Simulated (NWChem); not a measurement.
A series in which one site is exchanged, each optimised at PBE0/def2-SVP with NWChem, gas phase unless a solvent is named. All stand in one matching conformer (torsions within 35°), which need not be the lowest. For some, no frequency run checked for a minimum. def2 effective core potentials on I; no spin-orbit coupling.

A: [MgH][SH] (MgH2S; site = H)
B: [Mg]([SH])[I] (MgHSI; site = I)
C: [F][Mg][SH] (MgHSF; site = F)
D: [Cl][Mg][SH] (MgHSCl; site = Cl)

Values for A:

```
Item                                                  Value
----------------------------------------------------  -----
orbital gap (eV), PBE0/def2-SVP                        6.17
static polarisability, B3LYP/def2-SVPD (bohr³)         53.8
lowest singlet excitation, B3LYP/def2-SVPD, TDA (eV)   4.66
```

How do these values change for the other members?


```tsv
change from A	B	C	D
orbital gap (eV), PBE0/def2-SVP	-0.57	-0.43	-0.44
static polarisability, B3LYP/def2-SVPD (bohr³)	+33.6	-8.8	+7.8
lowest singlet excitation, B3LYP/def2-SVPD, TDA (eV)	-0.51	-0.42	-0.42
```
